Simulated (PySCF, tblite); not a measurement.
Isomers of [C8H14P]+ (charge +1), one GFN2-xTB conformer each. Single-point energies are computed at PBE0/pcSseg-1 (PySCF, gas phase, no added dispersion term), electronic only.

| SMILES | GFN2-xTB relative energy (kJ/mol) |
| --- | --- |
| C=CC[P@H+](C=C)/C=C/C | 177.2 |
| C#C[PH+]1CCCCCC1 | 99.8 |
| CC[P+]1(C)C=CCC=C1 | 0.0 |

Conformers: `[CH2:1]=[CH:2][CH2:3][P@H+:4]([CH:5]=[CH2:6])/[CH:7]=[CH:8]/[CH3:9]` (charge +1) with C1–C2–C3–P4 113°, C2–C3–P4–C5 -177°, C3–P4–C5–C6 117°, C3–P4–C7–C8 -123°; `[CH:1]#[C:2][PH+:3]1[CH2:4][CH2:5][CH2:6][CH2:7][CH2:8][CH2:9]1` (charge +1) with C2–P3–C4–C5 165°, P3–C4–C5–C6 28°, C4–C5–C6–C7 55°, C5–C6–C7–C8 -108°; `[CH3:1][CH2:2][P+:3]1([CH3:4])[CH:5]=[CH:6][CH2:7][CH:8]=[CH:9]1` (charge +1) with C1–C2–P3–C4 -177°.

Problem. What does PBE0/pcSseg-1 give for the same structures?

Solution. 
| SMILES | PBE0/pcSseg-1 E (Eh) | PBE0/pcSseg-1 (kJ/mol) | GFN2-xTB (kJ/mol) | point group |
| --- | --- | --- | --- | --- |
| CC[P+]1(C)C=CCC=C1 | -653.82612 | 0.0 | 0.0 | near Cs |
| C=CC[P@H+](C=C)/C=C/C | -653.75804 | 178.8 | 177.2 | C1 |
| C#C[PH+]1CCCCCC1 | -653.75639 | 183.1 | 99.8 | C1 |

Both levels put the same isomer lowest; measured from each level's own lowest isomer, the values differ by up to 83.3 kJ/mol (C#C[PH+]1CCCCCC1: 99.8 against 183.1). Neighbours under 21 kJ/mol apart (C=CC[P@H+](C=C)/C=C/C and C#C[PH+]1CCCCCC1) can change places with a better method, another conformer or zero-point energy.

Problem. Which frontier levels and rotational constants go with these structures?

Solution. 
```
               SMILES  HOMO (eV, PBE0/pcSseg-1)  LUMO (eV)       A, B, C (MHz)
   CC[P+]1(C)C=CCC=C1                    -12.14      -4.93    1803, 1184, 1048
C=CC[P@H+](C=C)/C=C/C                    -11.47      -5.34   1186, 1030, 600.1
     C#C[PH+]1CCCCCC1                    -12.93      -4.89  2422, 999.8, 770.9
```

Problem. What happens when harmonic zero-point energies from GFN2-xTB frequencies are added?

Solution. 
| SMILES | ZPE (kJ/mol) | electronic (kJ/mol) | with ZPE (kJ/mol) |
| --- | --- | --- | --- |
| CC[P+]1(C)C=CCC=C1 | 508.4 | 0.0 | 0.0 |
| C=CC[P@H+](C=C)/C=C/C | 495.1 | 178.8 | 165.5 |
| C#C[PH+]1CCCCCC1 | 513.8 | 183.1 | 188.6 |

The zero-point energies span 18.7 kJ/mol. The order is unchanged.
